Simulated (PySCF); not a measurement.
**First hyperpolarisability: `InChI=1S/C10H7Br/c11-10-7-6-8-4-2-1-3-5-9(8)10/h1-7H`**

Geometry (Å), atoms numbered from 1 in this order:
```xyz
18

Br   -2.0965    2.4652   -0.5930
C    -1.5185    0.7117   -0.2915
C    -2.3662   -0.3988   -0.1498
C    -1.5871   -1.5412    0.0629
C    -0.2308   -1.1689    0.0587
C     0.8469   -2.0277    0.2381
C     2.2137   -1.7383    0.2472
C     2.8422   -0.5046    0.0772
C     2.2909    0.7601   -0.1450
C     0.9470    1.1146   -0.2553
C    -0.1788    0.3033   -0.1726
H    -3.4543   -0.3602   -0.2000
H    -1.9591   -2.5548    0.2086
H     0.5800   -3.0787    0.3939
H     2.8783   -2.5915    0.4090
H     3.9356   -0.5312    0.1254
H     3.0075    1.5797   -0.2457
H     0.7370    2.1752   -0.4317
```

Method used: PySCF, quadratic response CAM-B3LYP/aug-cc-pVDZ first hyperpolarisability, Taylor convention, gas phase. Geometry: PBE0-D3(BJ)/def2-SVP.

The calculation is non-relativistic, which matters for the atoms heavier than Zn.

Task: Give β for the processes computed.

Result: In au, Taylor convention; the vector part is βᵢ = ⅓ Σⱼ (βᵢⱼⱼ + βⱼᵢⱼ + βⱼⱼᵢ); β∥ is 3/5 of the vector part along the dipole, the dipole points from − to +:
| process | λ (nm) | β vector norm | β∥ | β HRS | depolarisation ratio |
| --- | --- | --- | --- | --- | --- |
| static β(0;0,0) | ∞ | 601.2 | -340.0 | 249.6 | 4.96 |
| second harmonic β(−2ω;ω,ω) | 1907 | 680.5 | -386.5 | 282.1 | 5.10 |
| Pockels β(−ω;ω,0) | 1907 | 625.9 | -354.4 | – | – |
| Pockels β(−ω;ω,0) | 1064 | 687.3 | -390.5 | – | – |

Second harmonics within 0.3 eV of the first excitation or beyond it are left out.

Task: Which lowest excitations, dipole and polarisabilities go with it?

Result: S1 2.27 eV (f = 0.008); S2 3.64 eV (f = 0.025); S3 4.72 eV (f = 0.157); dipole 2.74 D; isotropic α 153.8 au static, 155.0 au at 1907 nm, 157.8 au at 1064 nm, 158.8 au at 953.5 nm.
